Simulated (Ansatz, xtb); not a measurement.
**A geometry optimisation of C3H10AlClO with r2SCAN-D4/def2-SVP**

The starting geometry of this gas-phase singlet was built from a drawn formula by distance geometry and a force field; its bonds are those of `C[O+](C)[AlH2-][CH2]Cl`.

```xyz
16

C    -0.8321   -2.6842    0.4552
C    -2.3904   -1.0673    0.9238
C     0.7616   -0.7520   -2.1038
Al   -0.2833   -0.2156   -0.4798
Cl   -0.3106   -1.4390   -3.3131
O    -1.5139   -1.5645   -0.0603
H    -1.5615   -3.4846    0.6799
H    -0.1269   -3.1136   -0.3102
H    -0.2525   -2.5120    1.3821
H    -2.9703   -0.1753    0.5531
H    -3.1954   -1.8327    1.1716
H    -1.8680   -0.7619    1.8687
H     0.7510   -0.0305    0.7577
H    -1.0328    1.1539   -0.7783
H     1.5544   -1.5573   -1.8572
H     1.2877    0.1516   -2.5227
```

Task: Predict what it relaxes into with r2SCAN-D4/def2-SVP.

Result: It keeps its bonds, and is `C[O+](C)[AlH2-][CH2]Cl`.

The energy falls by 0.76 eV over 16 steps:

```csv
step,E − E(last) (eV)
1,0.764
3,0.058
4,0.023
6,0.004
8,0.002
9,0.001
11,0.001
13,0.000
14,0.000
16,0.000
```

Final geometry (Å):

```
atom    x (Å)    y (Å)    z (Å)
   C  -0.8504  -2.7282   0.2780
   C  -2.3523  -1.0436   1.0932
   C   0.8457  -0.8255  -1.9679
  Al  -0.2206   0.0691  -0.5380
  Cl  -0.2599  -1.8323  -3.0306
   O  -1.3699  -1.4022   0.1146
   H  -1.6932  -3.4318   0.3571
   H  -0.2729  -2.9576  -0.6255
   H  -0.2224  -2.7835   1.1834
   H  -2.6918  -0.0293   0.8468
   H  -3.1965  -1.7476   1.0305
   H  -1.9116  -1.0615   2.1041
   H   0.5992   0.4071   0.8048
   H  -1.3536   1.0932  -1.0064
   H   1.6417  -1.5090  -1.6295
   H   1.3255  -0.1022  -2.6478
```

From the same start GFN2-xTB ends elsewhere, differing in Al4–Cl5 (2.59 against 3.14 Å here).

No frequencies were run, so the end isn't proven a minimum. Run with Ansatz 0.2.0, 59 s on 2 threads of Arm Neoverse V2 (shared host).
